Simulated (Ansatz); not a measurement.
Cost and result up the ladder for Si(vinyl)(OMe)3 (C₅H₁₂O₃Si) (21 atoms). Total charge 0; singlet. Geometry: PBE-D4/def2-SVP.

```xyz
21

Si    0.001   -0.184    0.141
C     0.056   -1.787   -0.801
C    -1.049   -2.472   -1.161
H     1.045   -2.194   -1.084
H    -2.055   -2.102   -0.899
H    -0.997   -3.423   -1.720
O    -1.613    0.160    0.365
C    -2.089    1.200    1.202
H    -1.641    1.147    2.219
H    -3.190    1.103    1.296
H    -1.864    2.205    0.778
O     0.834    1.022   -0.676
C     0.625    1.356   -2.034
H     0.672    0.465   -2.703
H     1.416    2.067   -2.353
H    -0.363    1.846   -2.195
O     0.710   -0.225    1.648
C     2.090   -0.076    1.926
H     2.642   -1.033    1.778
H     2.210    0.222    2.988
H     2.561    0.701    1.286
```

Ansatz on 2 threads of AMD EPYC 7R13 on a shared host and a share (18 GiB) of an NVIDIA H100 80GB HBM3. Times are rough, and most runs start from the orbitals of an earlier one. PBE0-D4/def2-TZVP serves as the yardstick here, not as an exact answer. Differences are given only for rows in sets of like size (and for xTB, whose basis is part of the method), since another set adds its own error. Binding counts from free atoms at the same level (Si triplet, C triplet, H doublet, O triplet; other spins of the atoms weren't run), without zero-point energy or a counterpoise term.

B3LYP takes the VWN-RPA correlation. Correlated methods freeze 13 core orbitals. The rows differ in basis, and correlated rows in double-zeta sets carry the largest basis error.

Run but left out: HF/def2-TZVP (restricted singlet, unstable towards broken spin symmetry); HF/6-31G (restricted singlet, unstable in another Hartree–Fock run and untested here).

Correlated methods converge slowly with the basis, most of all in double-zeta sets.

```tsv
level	functions	wall time	binding energy per atom (eV)	difference from PBE0-D4/def2-TZVP (eV)	remarks
B3LYP-D4/6-31G	109	8.5 s	3.99	–	–
PBE-D4/def2-TZVP	357	12 s	4.30	0.08	–
r2SCAN-D4/def2-TZVP (with forces)	357	14 s	4.23	0.01	–
PBE0-D4/def2-SVP	190	16 s	4.24	–	–
CCSD(T)/def2-SVP	190	16 s	4.01	–	restricted SCF unstable
BLYP-D4/def2-TZVP	357	16 s	4.22	0.00	–
PBE-D4/def2-SVP	190	17 s	4.32	–	–
PBE0-D4/def2-TZVP	357	17 s	4.22	0.00	–
MP2/def2-TZVP	357	18 s	4.15	-0.07	restricted SCF unstable
```
